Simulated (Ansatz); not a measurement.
Reaction (ligand exchange at the Si–C bond): `CC[Si](O)(O)OC` + silanol → `CO[Si](O)(O)O[SiH3]` + ethane

Calculated with Ansatz (gas phase, PBE0-D4/def2-TZVP geometries, no zero-point term in ΔE). CCSD(T)/CBS is the MP2 limit (def2-TZVPP, def2-QZVPP) plus CCSD(T) − MP2 in def2-TZVPP, frozen cores. This one scheme is used for every species. DFT in def2-TZVPP. One conformer a species, not always the lowest.

CCSD(T)/CBS gives -139.5 kJ/mol.

Another level gave -143.6 kJ/mol. Which?
A. HF/def2-TZVPP
B. PBE0/def2-TZVPP
C. MP2/def2-TZVPP
D. SCS-MP2/def2-TZVPP

D. SCS-MP2/def2-TZVPP -143.6, MP2/def2-TZVPP -138.7, PBE0 -132.9, HF/def2-TZVPP -167.1 kJ/mol.

Largest T1 diagnostic among the species: 0.011.

In def2-TZVPP, CCSD(T) changes the Hartree–Fock value by +27.1 kJ/mol (the triples alone add +3.8 kJ/mol) and MP2 by +28.3 kJ/mol. From PBE to PBE0 (25 % exact exchange), in def2-TZVPP and without D4, ΔE moves by −7.9 kJ/mol.
